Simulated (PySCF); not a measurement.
SiOF2, SMILES [Si](F)(=O)F.

Geometry: B3LYP-D3(BJ)/def2-TZVP.

Two levels are set side by side: TDDFT-PBE/def2-SVPD (PySCF) and TDDFT-B3LYP/def2-SVPD (PySCF). Vertical, same geometry. The lowest singlet is HOMO→LUMO 100 % with PBE and HOMO→LUMO 99 % with the other functional; states are paired by order. Differences are taken from unrounded values.

```tsv
quantity	TDDFT-B3LYP	TDDFT-PBE	TDDFT-PBE minus TDDFT-B3LYP
lowest singlet excitation (eV)	5.26	4.86	-0.40
lowest triplet excitation (TDA) (eV)	4.86	4.48	-0.38
first bright state (f over 0.05) (eV)	8.20	7.87	-0.34
its oscillator strength	0.18	0.17	-0.01
```

Functionals without exact exchange tend to place singlet excitations lower, as here. Differences between two approximate levels are no errors against the true value.

Rough cost on one machine, each run with all the roots and properties that it gave: TDDFT-B3LYP against TDDFT-PBE about 3 times.
